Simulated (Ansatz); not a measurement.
Consider the formal exchange of groups at the Si–C bond: `[SiH3]CI` + `C[CH2][GeH3]` → `C[CH]([SiH3])[GeH3]` + `CI`.

Isolated molecules relaxed with PBE0-D4/def2-TZVP in Ansatz; ΔE leaves out vibrations. CCSD(T)/CBS is the MP2 limit (def2-TZVPP, def2-QZVPP) plus CCSD(T) − MP2 in def2-TZVPP, frozen cores. DFT in def2-TZVPP. B3LYP here is the variant with VWN-RPA as its local correlation; programs differ in this. def2 core potentials past Kr. For Ge, I outer-core shells are correlated without core-valence functions, which leaves a few kJ/mol of doubt a bond. Scalar relativity is left out up to krypton.

```tsv
level	ΔE (kJ/mol)	difference from CCSD(T)/CBS
B3LYP-D4	-1.2	-0.2
ωB97X-V	-1.4	-0.4
ωB97M-V	-1.6	-0.6
PBE0	0.7	1.7
B3LYP	3.4	4.4
MP2/def2-TZVPP	-1.9	-0.9
CCSD/def2-TZVPP	-0.6	0.4
CCSD(T)/def2-TZVPP	-1.5	-0.5
HF/def2-QZVPP	4.0	5.0
CCSD/CBS(def2)	-0.1	0.9
CCSD(T)/CBS	-1.0	0
```

Largest T1 diagnostic among the species: 0.011.

In def2-TZVPP, CCSD(T) changes the Hartree–Fock value by −5.3 kJ/mol (the triples alone add −0.9 kJ/mol) and MP2 by −5.6 kJ/mol. The D4 term adds −4.6 kJ/mol with B3LYP and −2.7 kJ/mol with PBE0; it sums over pairs of atoms, weighted by their polarisabilities, and B3LYP, whose exchange is more repulsive, gets the larger term.
